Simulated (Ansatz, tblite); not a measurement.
Removing and adding an electron: WOF₄. Total charge 0; singlet. Geometry: PBE0-D4/def2-SVP. Ansatz, gas phase; energy differences of separate SCF runs; the oxidised species was run as a doublet alone; the reduced species was run as a doublet alone.

```xyz
6

W     0.030   -0.029   -0.006
O     1.226   -1.170   -0.250
F     0.784    1.579   -0.535
F     0.282    0.569    1.729
F    -1.413   -0.979    0.663
F    -0.910    0.030   -1.602
```

In the def2 sets W takes a core potential; there is no spin–orbit coupling. The xTB rows come from tblite. Correlated methods freeze 5 core orbitals; core or outer-core shells of W are correlated, in sets that lack core-valence functions. The rows differ in basis, and correlated rows in double-zeta sets carry the largest basis error. In CCSD on the charge 1 doublet the largest single amplitude is 0.19, so its Hartree–Fock determinant may place the open shell otherwise than the density functionals do. HOMO above LUMO, or a gap near zero within one spin, warns that the state may not be the lowest or that an electron is smeared out.

| level | −HOMO (eV) | vertical IE (eV) | −LUMO (eV) | vertical EA (eV) | HOMO–LUMO gap (eV) | IE − EA (eV) | remarks |
| --- | --- | --- | --- | --- | --- | --- | --- |
| GFN1-xTB | 14.04 | 17.46 | 8.05 | 4.85 | 5.99 | 12.62 | – |
| GFN2-xTB | 13.44 | 17.68 | 8.66 | 5.64 | 4.77 | 12.04 | – |
| PBE-D4/def2-TZVPD | 9.90 | – | 4.82 | 1.31 | 5.08 | – | HOMO above zero (-1 doublet) |
| r2SCAN-D4/def2-TZVP | 10.35 | 13.59 | 4.81 | – | 5.54 | – | – |
| r2SCAN-D4/def2-TZVPD | 10.34 | – | 4.80 | 1.49 | 5.54 | – | HOMO above zero (-1 doublet) |
| CCSD/def2-SVP | – | 14.28 | – | – | – | – | – |

Q: Estimate the rows for HF/def2-SVP, PBE-D4/def2-TZVP, PBE0-D4/def2-TZVP, PBE0-D4/def2-TZVPD, MP2/def2-SVP, CCSD(T)/def2-SVP.

A: 
```csv
level,−HOMO (eV),vertical IE (eV),−LUMO (eV),vertical EA (eV),HOMO–LUMO gap (eV),IE − EA (eV),remarks
HF/def2-SVP,–,13.49,–,–,–,–,–
PBE-D4/def2-TZVP,9.88,13.34,4.78,–,5.10,–,gap within one spin near zero (+1 doublet)
PBE0-D4/def2-TZVP,11.72,13.90,4.11,–,7.62,–,–
PBE0-D4/def2-TZVPD,11.72,–,4.11,1.86,7.61,–,HOMO above zero (-1 doublet)
MP2/def2-SVP,–,14.87,–,–,–,–,–
CCSD(T)/def2-SVP,–,14.14,–,–,–,–,–
```

Relaxing the oxidised species (PBE0-D4/def2-SVP) changes its energy by -1.16 eV at PBE0-D4/def2-TZVP, so the adiabatic ionisation energy to this nearest minimum is 12.74 eV. At PBE-D4/def2-TZVP it is 12.55 eV.  Relaxing the reduced species (PBE0-D4/def2-SVPD) changes its energy by -0.50 eV at PBE0-D4/def2-TZVPD, so the adiabatic electron affinity to this nearest minimum is 2.36 eV. At PBE-D4/def2-TZVPD it is 2.03 eV.     A HOMO above zero means that the electron is unbound at that level or that self-interaction error raises the level; the energy of removing that electron tells which. Raw xTB energy differences between charge states are shifted by several eV; the methods need an empirical correction for them.
